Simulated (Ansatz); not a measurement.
A run on BH$_{8}$NSi$_{2}$ (`B[SiH2]N[SiH3]`) with other settings.

```yaml
crystal:
  periodic: [false, false, false]
  atoms:
    - {symbol: B, position_ang: [-1.690663, 1.940240, 0.165177]}
    - {symbol: Si, position_ang: [-0.968399, 0.103116, -0.227869]}
    - {symbol: N, position_ang: [0.591148, -0.226227, 0.454898]}
    - {symbol: Si, position_ang: [1.833273, -1.281032, -0.038520]}
    - {symbol: H, position_ang: [-2.656609, 2.335393, -0.429126]}
    - {symbol: H, position_ang: [-1.347072, 2.523669, 1.123793]}
    - {symbol: H, position_ang: [-1.995217, -0.897704, 0.048895]}
    - {symbol: H, position_ang: [-0.771493, -0.066926, -1.792357]}
    - {symbol: H, position_ang: [0.704759, 0.313021, 1.301107]}
    - {symbol: H, position_ang: [1.778499, -2.543661, 0.755610]}
    - {symbol: H, position_ang: [3.171965, -0.685983, 0.169438]}
    - {symbol: H, position_ang: [1.619504, -1.642158, -1.427652]}
basis:
  gaussian: {orbitals: def2-mTZVP, fitting: {mean_field: cc-pVTZ-jkfit}}
hamiltonian: {xc: {name: SVWN5}, pseudopotentials: {relativity: none}}
output: {forces: true}
```

```sh
$ ansatz run in.yaml --threads 4 --pin off --events-out ev --progress --plain --max-ram 10444MiB
```

Output, abridged:

```
Functional definition: SVWN5
640 factors; integrals over basis functions are off by at most 2.5e-1 eV
mean field evaluation 1: about -17955.9373 eV, gradient 7.5e1 eV
mean field evaluation 2: about -17889.8407 eV, gradient 1.4e2 eV
mean field evaluation 4: about -17966.7514 eV, gradient 1.5e1 eV
mean field evaluation 8: about -17967.2918 eV, gradient 2.8e-1 eV
mean field evaluation 16: about -17967.2920 eV, gradient 4.1e-5 eV
mean field -17967.29200159 eV, -660.2858023904 hartree, gradient 4.1e-5 eV, S^2 0.000000; 0 other end points of the search recorded, 0 dependent functions left out
reference -17967.29205060 eV, -660.2858041917 hartree; 24, 24 occupied and 82, 82 virtual orbitals, 640 factors
Total energy: -17967.29205060 eV, -660.2858041917 hartree
Atom 0 at    -1.690663     1.940240     0.165177 Å, force    -0.382295    -1.212246    -0.108476 eV/Å
Atom 1 at    -0.968399     0.103116    -0.227869 Å, force     0.821915     0.688428    -1.970520 eV/Å
Atom 2 at     0.591148    -0.226227     0.454898 Å, force    -0.851082     0.563183    -0.116730 eV/Å
Atom 3 at     1.833273    -1.281032    -0.038520 Å, force     0.087135    -0.446612     0.728594 eV/Å
Atom 4 at    -2.656609     2.335393    -0.429126 Å, force     0.083172     0.117752    -0.157858 eV/Å
Atom 5 at    -1.347072     2.523669     1.123793 Å, force     0.352831     0.605799     0.460398 eV/Å
Atom 6 at    -1.995217    -0.897704     0.048895 Å, force    -0.669601    -0.517881     0.356196 eV/Å
Atom 7 at    -0.771493    -0.066926    -1.792357 Å, force    -0.168287     0.137583     0.980585 eV/Å
Atom 8 at     0.704759     0.313021     1.301107 Å, force     0.419050     0.180610     0.605925 eV/Å
Atom 9 at     1.778499    -2.543661     0.755610 Å, force     0.144477    -0.214165     0.052957 eV/Å
Atom 10 at     3.171965    -0.685983     0.169438 Å, force     0.289606     0.189863     0.005030 eV/Å
Atom 11 at     1.619504    -1.642158    -1.427652 Å, force    -0.126921    -0.092314    -0.836101 eV/Å
Dipole moment:    -0.007030     0.204161     0.195026 e Å
```

It took 0.5 s on 4 threads of a server CPU on a shared host, with 0.45 GiB of host memory at the peak.
